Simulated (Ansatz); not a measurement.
Basis-set extrapolation for C$_{7}$H$_{9}$N (`Cc1cccnc1C`) (PBE0-D4/def2-TZVP geometry, frozen core, the Gaussian-basis code of Ansatz). Multiplicity 1, RHF reference.

|  | def2-TZVPP | def2-QZVPP |
| --- | --- | --- |
| HF | -324.888786 | -324.902748 |
| MP2 correlation | -1.334032 | -1.418957 |
| CCSD(T) correlation | -1.438928 | not run |

Energies in hartree. Use E(X) = E(∞) + A·exp(−7.88·√X) for Hartree–Fock and E(X) = E(∞) + B·X^(−2.97) for correlation, with X = 3 and 4, and add CCSD(T) minus MP2 of the smaller set to the MP2 limit.

Q: What is the CCSD(T) energy at the basis-set limit?

A: HF limit: -324.902748 + (-0.013962) × 0.13774 = -324.90467. MP2 limit: -1.418957 + (-0.084925) × 0.74074 = -1.48186. Higher-order term: -1.438928 − (-1.334032) = -0.10490. Total: -326.49143 hartree, 4.45 eV below CCSD(T)/def2-TZVPP.
